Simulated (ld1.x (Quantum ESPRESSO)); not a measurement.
Before and after: RRKJ potential for bromine

```json
{
 "Element": "Br",
 "Generator": "ld1.x (Quantum ESPRESSO) 7.5",
 "Type": "norm-conserving RRKJ (Kleinman–Bylander form)",
 "Functional": "LDA (PZ)",
 "Relativity": "scalar-relativistic",
 "Frozen core": "[Ar]",
 "Valence charge": "17",
 "Reference configuration": "3d10 4s1.75 4p5.25",
 "Partial waves": "4p (bound): rc 1.80 bohr; 3d (bound): rc 0.80 bohr; 4s (bound): rc 1.00 bohr",
 "Local potential": "the s channel",
 "Core correction": "none"
}
```

Change: wave 4s (bound): rc 1.00 bohr becomes 4s (bound): rc 1.12 bohr.

Cutoffs: the cutoffs (Ry, on a coarse ladder) from which the occupation-weighted sum of valence levels, in a spherical-Bessel basis at the reference potential, stays within 10 and 1 mRy of its value at 400 Ry; they do not see the model core or the augmentation charge, which bear on the density cutoff. Errors are all-electron minus pseudo energies relative to the spin-unpolarised reference configuration.

Question: How do hardness, ghosts and transferability respond?

Answer: Both files keep a bound ghost (p); of the 9 tests that both files solve, the error grows in 5 and shrinks in 1 by more than 15 % and 0.3 meV (median size 7.4 → 7.3 meV); the range in which the s phases agree widens (upper end 0.6 → 2.8); the range in which the p phases agree narrows (upper end 4.4 → 3.3).

```csv
quantity,base,changed
"cutoff, loose",over 300 Ry,300 Ry
"cutoff, tight",over 300 Ry,over 300 Ry
loose cutoff by channel (10 mRy a level),"p 10 Ry, d 260 Ry, s 90 Ry","p 25 Ry, d 260 Ry, s 60 Ry"
bound ghosts,p,p
"error for 3d10 4s2 4p5, meV [ΔE -3.09 eV]",-1.0,-0.7
"error for 3d10 4s2 4p4, meV [ΔE 9.62 eV]",-8.1,-12
"error for 3d10 4s2 4p3, meV [ΔE 32.57 eV]",-21,-44
"error for 3d10 4s2 4p2, meV [ΔE 66.79 eV]",-13,-68
"error for 3d9 4s2 4p5, meV [ΔE 75.65 eV]",-316,-1390
"error for 3d10 4s2 4p4.5, meV [ΔE 2.06 eV]",-3.1,-2.9
"error for 3d10 4s2 4p5.3, meV [ΔE -5.09 eV]",-1.0,-1.8
"error for 3d10 4s1.75 4p5.25 (spin-polarised), meV [ΔE -0.16 eV]",+7.4,+7.3
"error for 3d10 4s2 4p5 (spin-polarised), meV [ΔE -3.24 eV]",+5.4,+5.6
s: phases at 1.94 bohr within 0.05 rad from the reference energy up to (Ry; the scan ends near 5),0.6,2.8
p: phases at 1.94 bohr within 0.05 rad from the reference energy up to (Ry; the scan ends near 5),4.4,3.3
d: phases at 1.94 bohr within 0.05 rad from the reference energy up to (Ry; the scan ends near 5),-0.2,-0.4
```

 A true bound ghost makes a file unfit for plane-wave use even where its test errors are small: the radial tests pick states by their node count and pass the ghost by.
